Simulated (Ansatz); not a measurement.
Cost and result for the atomization energy of C₈H₁₈F₂Ge (`CC(C)[CH2][Ge]([F])([F])[CH2]C(C)C`) (29 atoms, 28 bonds).

Cartesian coordinates in Å:
```
C -1.1201 -0.1287 3.6156
C -1.4678 0.4483 2.2501
C -2.8693 0.0325 1.8275
C -0.4167 0.0284 1.2207
Ge -0.5947 0.8622 -0.5227
F -1.9020 0.1029 -1.3889
F -1.1890 2.4801 -0.2765
C 0.9393 0.9819 -1.7026
C 1.8088 -0.2751 -1.7471
C 1.0334 -1.4775 -2.2673
C 3.0515 -0.0289 -2.5918
H -0.1282 0.1908 3.9455
H -1.8440 0.1883 4.3706
H -1.1271 -1.2230 3.5864
H -1.4473 1.5415 2.3263
H -3.6033 0.3348 2.5780
H -3.1616 0.4790 0.8748
H -2.9330 -1.0546 1.7164
H 0.5894 0.2699 1.5807
H -0.4408 -1.0568 1.0682
H 1.5205 1.8467 -1.3672
H 0.5583 1.2234 -2.7004
H 2.1409 -0.5008 -0.7249
H 0.1558 -1.7052 -1.6559
H 1.6642 -2.3691 -2.2888
H 0.6763 -1.2938 -3.2850
H 2.7736 0.2000 -3.6252
H 3.6988 -0.9095 -2.6075
H 3.6342 0.8124 -2.2088
```

The species carries charge 0 and has multiplicity 1. Correlated methods include outer-core shells of Ge, which these sets cover unevenly. Scalar relativity is left out up to krypton. All single points use the PBE0-D4/def2-TZVP geometry. It is one conformer, not always the lowest. Program: Ansatz. All runs use 11 threads of an AMD EPYC 7R13 on a shared host and a whole NVIDIA H100 80 GB. Times are those of one run each, without the atoms' runs, and a repeat can differ threefold. Electronic energies, without spin–orbit coupling; frozen cores. CCSD(T)/CBS adds CCSD(T) − MP2 in def2-TZVPP to the MP2 limit, and its time is that of the two runs behind it. T1 = 0.010. With those shells the extrapolation isn't a true limit. HSE06 is the plane-wave form, built on full-range PBE exchange.

CCSD(T)/CBS is a level of theory with its own doubt, some kJ/mol a heavy atom from the limit and from the frozen cores, so smaller differences don't rank the functionals.

| level | functions | wall time | atomization (kcal/mol) | difference from CCSD(T)/CBS | per bond |
| --- | --- | --- | --- | --- | --- |
| LDA (SPW92)/def2-TZVPP | 610 | 3.8 s | 3130.6 | 369.8 | 13.2 |
| r2SCAN-D4/def2-TZVPP (with forces) | 610 | 4.8 s | 2764.0 | 3.2 | 0.1 |
| revPBE-D4/def2-TZVPP | 610 | 4.9 s | 2742.9 | -17.9 | -0.6 |
| r2SCANh-D4/def2-TZVPP | 610 | 6 s | 2752.3 | -8.5 | -0.3 |
| B97M-V/def2-TZVPP | 610 | 6 s | 2762.2 | 1.4 | 0.1 |
| ωB97X-V/def2-TZVPP | 610 | 6 s | 2762.8 | 2.0 | 0.1 |
| PBE-QIDH/def2-TZVPP | 610 | 7 s | 2754.9 | -5.9 | -0.2 |
| ωB97M-V/def2-TZVPP (with forces) | 610 | 8 s | 2760.6 | -0.2 | 0.0 |
| HSE06-D4/def2-TZVPP | 610 | 8.5 s | 2770.9 | 10.1 | 0.4 |
| CCSD(T)/def2-SVP | 262 | 8.5 s | 2648.8 | -112.0 | -4.0 |
| MP2/def2-QZVPP | 1199 | 13 s | 2773.4 | 12.6 | 0.4 |
| CCSD(T)/def2-TZVPP | 610 | 94 s | 2704.9 | -55.9 | -2.0 |
| CCSD(T)/CBS(def2) | – | 110 s | 2760.8 | 0.0 | 0.0 |

At CCSD(T), def2-SVP lies −112.0 kcal/mol from the extrapolated value and def2-TZVPP −55.9 kcal/mol: correlation converges slowly with the basis, and small sets miss more of it in the bonded molecule than in its fragments. In def2-TZVPP, CCSD(T) changes the Hartree–Fock value by +628.6 kcal/mol (the triples alone add +34.7 kcal/mol) and MP2 by +664.3 kcal/mol; breaking electron pairs costs correlation energy, which Hartree–Fock lacks. Leaving LDA and LC-ωPBE aside and taking each functional with its dispersion term where it has one, the values, not all of them listed here, spread over 112.2 kcal/mol, from BHLYP-D4 to PBE-D4. LDA lies +344.8 kcal/mol from PBE without D4, its usual overbinding.
